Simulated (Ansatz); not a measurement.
The cluster Rh3⁻, relaxed as a singlet with RKS PBE-D4/def2-TZVPD in Ansatz, starting from the GFN1-xTB geometry. Force threshold 0.02 eV/Å.

In the def2 sets Rh takes a core potential; there is no spin–orbit coupling. The restricted singlet is unstable: a solution with broken spin symmetry lies lower. The highest occupied level of the charge -1 singlet lies above zero (up to 1.09 eV). Its loss leaves the charge 0 doublet, which lies 0.88 eV higher (vertical, at PBE-D4/def2-TZVPD), but this difference is unsure: the doublet is doubtful (geometry relaxed on an unsound state). An occupied level of the charge -1 singlet lies above an empty one (by up to 0.16 eV), so this SCF solution is probably not the lowest. The relaxation made no stability test and no search for a lower SCF solution. At PBE-D4/def2-TZVPD a quintet of charge -1 lies 0.60 eV below the restricted singlet, each at its own geometry. The structure comes from a short search, and lower isomers may exist.

Start:

```csv
atom,x (Å),y (Å),z (Å)
Rh1,0.8961,0.9916,-0.3467
Rh2,0.2184,-1.3010,-0.4082
Rh3,-1.1146,0.3094,0.7549
```

```csv
step,energy (eV),largest force component (eV/Å),SCF passes
1,-9027.9985,0.020,63
2,-9027.9985,0.003,37
```

Force components are those of the run's own axes.

End:

```xyz
3

Rh    0.897    0.992   -0.347
Rh    0.218   -1.302   -0.408
Rh   -1.115    0.309    0.755
```

By distances, no bond broke or formed. The bond that changes most is Rh1–Rh2, from 2.39 to 2.39 Å (atoms count from 1).

No frequencies were taken in this run, so the end may be a saddle point.

Run time 2.4 s (4 threads of Arm Neoverse V2 on a shared host).
